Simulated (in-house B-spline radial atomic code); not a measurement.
Response of Rb⁺ as one setting changes: the share of exact exchange in a PBE hybrid. A dash marks a strongly mixed or unbound state. Computed with an all-electron radial atomic-structure program (B-spline basis): linear response of the closed shell [Ar] 3d10 4s2 4p6 with the functional's adiabatic kernel; scalar-relativistic (spin-free one-electron X2C), finite nucleus, no spin-orbit coupling, no double excitations, S, P, D and F terms only; shells from n = 2 respond. Only terms of natural parity with L up to 3 were computed.

```
share of exact exchange in a PBE hybrid  lowest 1P (eV)  lowest 3P, Tamm-Dancoff (eV)  minus highest occupied level (eV)  α (bohr³)
                                      0  4p → 5s 15.690                4p → 5s 15.378                             21.646      9.493
                                    0.1  4p → 5s 15.963                4p → 5s 15.635                             22.341      9.411
                                    0.2  4p → 5s 16.233                4p → 5s 15.889                             23.037      9.332
                                    0.3  4p → 5s 16.501                4p → 5s 16.138                             23.734      9.257
                                    0.4  4p → 5s 16.768                4p → 5s 16.383                             24.433      9.185
                                    0.5  4p → 5s 17.032                4p → 5s 16.623                             25.133      9.115
                                    0.6  4p → 5s 17.294                4p → 5s 16.855                             25.834      9.048
                                    0.7               ?                             ?                                  ?          ?
                                    0.8  4p → 5s 17.813                4p → 5s 17.288                             27.239      8.921
                                    0.9               ?                             ?                                  ?          ?
                                      1  4p → 5s 18.322                             -                             28.647      8.803
```

Question: What belongs in the row for 0.9?

Answer: lowest 1P (eV): 4p → 5s 18.068; lowest 3P, Tamm-Dancoff (eV): -; minus highest occupied level (eV): 27.942; α (bohr³): 8.861.

Question: What belongs in the row for 0.7?

Answer: lowest 1P (eV): 4p → 5s 17.555; lowest 3P, Tamm-Dancoff (eV): 4p → 5s 17.078; minus highest occupied level (eV): 26.536; α (bohr³): 8.983.
